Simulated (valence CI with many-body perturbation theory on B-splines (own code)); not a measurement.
**Questions on Ge¹⁸⁺**

Calculated by relativistic CI+MBPT: four valence electrons over a frozen Dirac-Fock core [Ne], a basis of 9 s, 9 p, 8 d, 6 f, 3 g, 1 h functions for each j, with the one-electron correlation potential Σ1 (screened to all orders), the two-electron term Σ2, the three-electron term Σ3, Breit, model QED; selected single and double excitations, second order for the rest, scaled by the run's own slope (own B-spline code, finite nucleus).

No measured spectrum was set against this ion. As an estimate, levels of excited configurations hold to 0.05 to 0.15 % of their energy, terms of the ground configuration to about 0.5 %.

Names give the largest LS component (configuration and term), which can be under half, so a name can repeat, a term be missing and a line seem to break the LS rules; names also repeat where a configuration has a term twice.

Rates and lifetimes use the calculated energies. Strong lines usually hold to 10 to 20 %, long lifetimes can be off by a factor of two.

Problem. What is the ground level?

Solution. 3s²3p² ³P_0, composition 88 % 3s²3p² ³P + 9 % 3s²3p² ¹S.

Problem. How is the term ³P of the ground level split?

Solution. J = 0 at 0.00, J = 1 at 4.22, J = 2 at 6.63 eV.

Problem. How well does LS coupling describe the low levels?

Solution. Among the lowest 20 levels the leading LS term, summed over configurations, holds 82 % on average. For single configurations the figures are 75 % in LS and 70 % in jj coupling. Terms mix most in the J = 2 level at 87.36 eV, where the leading one holds 53 %.

Problem. Name the longest-lived excited levels whose lifetime is computed, and their main decay.

Solution. 3s²3p² ³P_2 at 6.63 eV lives 14.0 ms, mostly by M1 to 3s²3p² ³P_1; 3s²3p² ³P_1 at 4.22 eV lives 1.55 ms, mostly by M1 to 3s²3p² ³P_0; 3s²3p² ¹D_2 at 13.49 eV lives 334 μs, mostly by M1 to 3s²3p² ³P_1. The lifetime of 3s²3p3d ³F°_4 is too uncertain to give, and may be longer.

Problem. What is the ionisation energy?

Solution. 704.56 eV; NIST lists 706.7 ± 1 eV (semi-empirical).
